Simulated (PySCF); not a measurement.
CH3AlBr2O. Atoms are numbered in the order given.

```xyz
8

Al    -0.3917     0.0034     0.0000
Br     0.2450    -2.1337     0.0000
Br     1.1281     1.6499     0.0000
O     -2.0309     0.3572     0.0000
C     -2.8849     1.4572     0.0000
H     -3.5358     1.4347    -0.8903
H     -3.5358     1.4347     0.8903
H     -2.3401     2.4185     0.0000
```

Geometry optimised at PBE0-D3(BJ)/def2-SVP. The values are those of a single conformer.

Vertical ionisation energy (IE) and electron affinity (EA) in eV. Rows of orbital energies are one-electron estimates. Where ΔSCF, EOM or ADC give a negative EA the extra electron is unbound and the value depends on the basis.

| level | IE | EA |
|---|---|---|
| −ε(HOMO), −ε(LUMO), B3LYP/def2-TZVP (PySCF) | 8.23 | 1.35 |
| −ε(HOMO), −ε(LUMO), PBE/def2-TZVP (PySCF) | 7.05 | 1.95 |
